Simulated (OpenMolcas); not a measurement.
## How basis sets differ on CH5AlO2 (SMILES C[Al](O)O)

The species is CH5AlO2 (9 atoms), meant as a singlet with charge 0. As SMILES, `C[Al](O)O`. Geometry: relaxed at PBE0-D4/def2-TZVP. This is one conformer, not always the lowest.

| atom | x (Å) | y (Å) | z (Å) |
| --- | --- | --- | --- |
| C | -0.0251 | 1.1098 | -1.0341 |
| Al | -0.0013 | -0.3029 | 0.2856 |
| O | 0.9577 | -1.6729 | -0.0067 |
| O | -0.9337 | -0.1316 | 1.6941 |
| H | -0.2270 | 0.7124 | -2.0323 |
| H | -0.7806 | 1.8635 | -0.8037 |
| H | 0.9458 | 1.6112 | -1.0847 |
| H | 1.0483 | -2.4223 | 0.5773 |
| H | -0.9841 | -0.7672 | 2.4045 |

Each level gives the dipole moment (D). The values are calculated.

```csv
level,kind,program,value (D),CPU time
HF/ANO-R0 (sfX2C),Hartree–Fock,OpenMolcas,2.86,2.5 s
HF/STO-3G,Hartree–Fock,OpenMolcas,1.63,2.8 s
HF/3-21G,Hartree–Fock,OpenMolcas,2.55,3.3 s
HF/def2-SVP,Hartree–Fock,OpenMolcas,2.15,9.7 s
```

The values span 1.63 to 2.86 D. Sets without polarisation functions give poor dipoles. Times are those of the runs behind each value, whatever else they computed, on shared processors of several kinds: orders of magnitude only.
